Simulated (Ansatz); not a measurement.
The cluster Si₄Ni₃. The state is a singlet with charge 0. Geometry r2SCAN-D4/def2-SVP.

Cartesian coordinates in Å:
```
Ni -0.2757 0.0368 0.9991
Ni 1.3441 0.4518 -2.0664
Ni -0.3901 -2.2027 0.5960
Si 0.1300 2.0989 1.6491
Si 1.1182 1.4008 -0.2239
Si 0.1231 -0.8550 -1.0117
Si -2.0497 -0.9306 0.0577
```

The restricted singlet is unstable towards broken spin symmetry in Hartree–Fock (as tested in another run); at HF/def2-TZVP, PBE-D4/def2-TZVP, r2SCAN-D4/def2-TZVP, PBE0-D4/def2-TZVP and others this wasn't settled. No other spin state of charge 0 was run. Another isomer (triplet) lies 1.28 eV lower at PBE0-D4/def2-TZVP; other spin states weren't run for this one.

Problem. Estimate the orbital energies around the gap (eV) in Ansatz with HF/def2-TZVP, PBE-D4/def2-TZVP, r2SCAN-D4/def2-TZVP, PBE0-D4/def2-TZVP, r2SCAN0-D4/def2-TZVP.

Solution. 
```json
{"orbital": "HOMO−5", "HF/def2-TZVP": "-8.83", "PBE-D4/def2-TZVP": "-5.57", "r2SCAN-D4/def2-TZVP": "-5.70", "PBE0-D4/def2-TZVP": "-6.84", "r2SCAN0-D4/def2-TZVP": "-6.98"}
{"orbital": "HOMO−4", "HF/def2-TZVP": "-8.40", "PBE-D4/def2-TZVP": "-5.33", "r2SCAN-D4/def2-TZVP": "-5.47", "PBE0-D4/def2-TZVP": "-6.61", "r2SCAN0-D4/def2-TZVP": "-6.70"}
{"orbital": "HOMO−3", "HF/def2-TZVP": "-8.18", "PBE-D4/def2-TZVP": "-5.31", "r2SCAN-D4/def2-TZVP": "-5.45", "PBE0-D4/def2-TZVP": "-6.36", "r2SCAN0-D4/def2-TZVP": "-6.46"}
{"orbital": "HOMO−2", "HF/def2-TZVP": "-7.80", "PBE-D4/def2-TZVP": "-5.23", "r2SCAN-D4/def2-TZVP": "-5.32", "PBE0-D4/def2-TZVP": "-6.10", "r2SCAN0-D4/def2-TZVP": "-6.18"}
{"orbital": "HOMO−1", "HF/def2-TZVP": "-7.13", "PBE-D4/def2-TZVP": "-4.95", "r2SCAN-D4/def2-TZVP": "-5.05", "PBE0-D4/def2-TZVP": "-5.79", "r2SCAN0-D4/def2-TZVP": "-5.87"}
{"orbital": "HOMO", "HF/def2-TZVP": "-6.14", "PBE-D4/def2-TZVP": "-4.50", "r2SCAN-D4/def2-TZVP": "-4.59", "PBE0-D4/def2-TZVP": "-5.24", "r2SCAN0-D4/def2-TZVP": "-5.32"}
{"orbital": "LUMO", "HF/def2-TZVP": "-0.30", "PBE-D4/def2-TZVP": "-3.94", "r2SCAN-D4/def2-TZVP": "-3.93", "PBE0-D4/def2-TZVP": "-3.33", "r2SCAN0-D4/def2-TZVP": "-3.33"}
{"orbital": "LUMO+1", "HF/def2-TZVP": "0.36", "PBE-D4/def2-TZVP": "-3.52", "r2SCAN-D4/def2-TZVP": "-3.46", "PBE0-D4/def2-TZVP": "-2.82", "r2SCAN0-D4/def2-TZVP": "-2.80"}
{"orbital": "LUMO+2", "HF/def2-TZVP": "0.45", "PBE-D4/def2-TZVP": "-3.31", "r2SCAN-D4/def2-TZVP": "-3.24", "PBE0-D4/def2-TZVP": "-2.59", "r2SCAN0-D4/def2-TZVP": "-2.56"}
{"orbital": "LUMO+3", "HF/def2-TZVP": "0.82", "PBE-D4/def2-TZVP": "-3.06", "r2SCAN-D4/def2-TZVP": "-3.02", "PBE0-D4/def2-TZVP": "-2.39", "r2SCAN0-D4/def2-TZVP": "-2.37"}
{"orbital": "LUMO+4", "HF/def2-TZVP": "1.02", "PBE-D4/def2-TZVP": "-2.34", "r2SCAN-D4/def2-TZVP": "-2.19", "PBE0-D4/def2-TZVP": "-1.51", "r2SCAN0-D4/def2-TZVP": "-1.43"}
{"orbital": "LUMO+5", "HF/def2-TZVP": "1.58", "PBE-D4/def2-TZVP": "-2.21", "r2SCAN-D4/def2-TZVP": "-1.93", "PBE0-D4/def2-TZVP": "-1.31", "r2SCAN0-D4/def2-TZVP": "-1.15"}
```
